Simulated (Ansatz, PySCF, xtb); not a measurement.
Dimer: H2 (SMILES [H][H]) (first 2 atoms) with CH2O2 (SMILES O=CO); geometry from B3LYP-D3(BJ)/def2-TZVP, rigid monomers moved along the line of their centres of mass till H2···H7 is 2.46 Å.
(charge 0, multiplicity 1):
```xyz
7

H      0.015     0.413    -0.440
H     -0.078    -0.196    -0.020
O     -0.126    -1.194     3.038
C      0.083    -0.188     3.653
O      0.279     1.024     3.110
H      0.143    -0.118     4.746
H      0.220     0.930     2.144
```

Counterpoise-corrected where a basis set is named; no monomer relaxation.

Correlated levels freeze the cores.

Programs: Ansatz (a quantum-chemistry and plane-wave program) with Gaussian orbitals; PySCF for the dispersion terms; xtb for the GFN methods. Each number belongs to the level named beside it.

Task: Estimate the interaction energy that GFN2-xTB returns for this input.

Result: -28 meV
